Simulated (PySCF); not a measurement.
Job for PySCF: R-HF/3-21G on C2H8OSe (a complex).

```python
from pyscf import gto, scf, dft, mp
from pyscf.data.elements import chemcore

mol = gto.M(
    atom='''
    C     1.83532536    0.80634668    0.80194210
    O     0.43781968    0.76896645    0.52308322
    Se   -0.24134642   -0.88502539    0.22623493
    H     2.09295559    0.17888515    1.65841008
    H     2.06492450    1.84779556    1.03215612
    H     2.42249826    0.48972677   -0.06533730
    H     0.16878994   -0.97806809   -1.19631955
    C    -0.04564131    0.00241318    3.95068634
    H     0.20915435   -0.97749340    3.54779212
    H    -0.91042964   -0.09070839    4.60627027
    H     0.79926389    0.38980255    4.51915302
    H    -0.27758422    0.68261767    3.13285192
    ''',
    basis='3-21g',
    charge=0, spin=0, verbose=3, max_memory=1800)
mf = scf.RHF(mol)
mf.conv_tol = 1e-8
mf.max_cycle = 100
mf.kernel()
if not mf.converged:
    mf = mf.newton().run(mf.mo_coeff, mf.mo_occ)
```

Output:

```
converged SCF energy = -2542.83047072966
```

Self-consistency was reached.

Cost: roughly 1.0 core-seconds.
